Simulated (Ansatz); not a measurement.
**SnH4 (SMILES [SnH4]): methods side by side**

SnH4 has 5 atoms, charge 0, and is taken as a singlet. As SMILES, `[SnH4]`. Geometry: relaxed at PBE0-D4/def2-TZVP.

```
atom    x (Å)    y (Å)    z (Å)
  Sn   0.0000   0.0000   0.0000
   H   0.8239  -0.8535   1.2229
   H  -1.5636   0.4034   0.5431
   H  -0.1168  -0.9746  -1.3925
   H   0.8565   1.4246  -0.3736
```

Quantity: the energy change with the Sn1–H4 bond stretched from 1.704 to 2.556 Å, in eV. The values are calculated.

```csv
level,kind,program,value (eV),less FCI/STO-3G,CPU time (all runs)
BLYP/STO-3G (restricted),GGA,Ansatz,2.92,+0.09,2.5 s
revPBE/STO-3G (restricted),GGA,Ansatz,2.90,+0.07,2.5 s
r2SCAN/STO-3G (restricted),meta-GGA,Ansatz,3.17,+0.34,5.8 s
B3LYP/STO-3G (restricted),global hybrid,Ansatz,3.17,+0.34,2.6 s
CAM-B3LYP/STO-3G (restricted),range-separated hybrid,Ansatz,3.41,+0.58,2.9 s
HSE06/STO-3G (restricted),range-separated hybrid,Ansatz,3.25,+0.42,3.1 s
B2PLYP/STO-3G (restricted),double hybrid,Ansatz,3.30,+0.47,3.7 s
BCCD(T)/STO-3G (restricted),coupled cluster or CI,Ansatz,2.84,+0.01,0.88 s
FCI/STO-3G,exact in the basis,Ansatz,2.83,0.00,2.8 s
```

FCI/STO-3G is exact within its basis and frozen core, so for wave-function methods in that basis the difference is their error; functionals converge differently with the basis, so for them it is only a difference. All-electron rows without a relativistic Hamiltonian named are non-relativistic. The first shape isn't each level's own minimum. The values span 2.83 to 3.41 eV. All rows use very small basis sets, so even the best lies far from the true value. In the correlated wave-function rows the outer d shell of Sn is correlated, in sets not made for it. CPU times are rough (shared hosts, several kinds of processor): they show what a rung costs within a factor of a few.
